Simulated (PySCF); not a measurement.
## Radial density of Cr²⁺ (chromium, charge +2)

UHF, [Ar] 3d3 4s1, 4s spin antiparallel (an excited configuration). All numbers are calculated (PySCF 2.14, scalar relativity by spin-free X2C-1e, in ANO-RCC-VTZP (6s5p3d2f1g, 59 functions)).

```
r (bohr)  4πr²ρ (e/bohr)  4πr²(ρα − ρβ)
0.000867          0.1253        -0.0001
 0.00146          0.3204        -0.0002
 0.00245          0.8061        -0.0004
 0.00413           1.973        -0.0011
 0.00694           4.613        -0.0025
  0.0117           9.936        -0.0054
  0.0196           18.54        -0.0096
  0.0330           27.15        -0.0117
  0.0556           27.55        -0.0046
  0.0935           21.93         0.0073
   0.157           28.42         0.0341
   0.264           27.49         0.3710
   0.445           10.74         1.4758
   0.748           13.14         2.6150
    1.26           6.268         1.7370
    2.12          0.9896        -0.0732
    3.56          0.2679        -0.2440
    5.99        0.006212        -0.0060
    10.1       0.0002459        -0.0002
```

Densities and radii are taken from the X2C orbitals without a picture-change correction, which distorts them close to the nucleus.

With the s spin flipped the determinant is a mixture of two multiplicities, not a spectroscopic state.
